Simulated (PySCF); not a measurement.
# Computed properties of In(H)(F)(OEt) (C₂H₆FInO), SMILES CC[O][InH][F]

In(H)(F)(OEt) (C₂H₆FInO), SMILES CC[O][InH][F]. Coordinates come from a B3LYP-D3(BJ)/def2-SVP optimisation. The structure was generated by enumeration; whether it is a known compound was not checked. The def2 effective core potentials stand for the cores of In; spin–orbit coupling is left out. The values are those of a single conformer. All values are computed for the isolated molecule unless a solvent is named; none is compared with measurement here.

**Structure.** All 27 harmonic modes at B3LYP-D3(BJ)/def2-SVP (PySCF) are real, so it is a minimum. With heavy atoms numbered as in [InH:1]([F:3])[O:4][CH2:5][CH3:6], the shortest bond between them is O4–C5 at 1.414 Å and the longest In1–O4 at 1.996 Å.

**Vibrations.** The strongest infrared lines (harmonic, unscaled, degenerate partners summed) lie at 1134 cm⁻¹ (130 km/mol, C 47 %, H 28 %, O 25 %), 1864 cm⁻¹ (87 km/mol, H 99 %), 402 cm⁻¹ (87 km/mol, H 86 %). The softest mode is at 62 cm⁻¹ and the zero-point energy is 48.5 kcal/mol.

**Electronic structure.** HF/def2-TZVP (PySCF) places the frontier levels at -11.44 and 0.79 eV, a gap of 12.23 eV, and gives a dipole moment of 2.01 D and a mean polarisability of 54.6 bohr³. PBE/def2-TZVP (PySCF) at the same geometry gives -6.25 and -2.37 eV, so its gap is 8.35 eV narrower. An orbital gap is neither the optical nor the fundamental gap.

**Excitations.** TDDFT-B3LYP/def2-SVPD (PySCF) has S1 at 4.56 eV (272 nm, f = 0.008, weak); the most intense of the 10 singlets computed lies at 5.49 eV (f = 0.16). T1 (TDA) is at 4.21 eV. TDDFT-PBE/def2-SVPD (PySCF) puts S1 at 4.01 eV. No vertical singlet excitation falls in the visible range (under 3.1 eV).
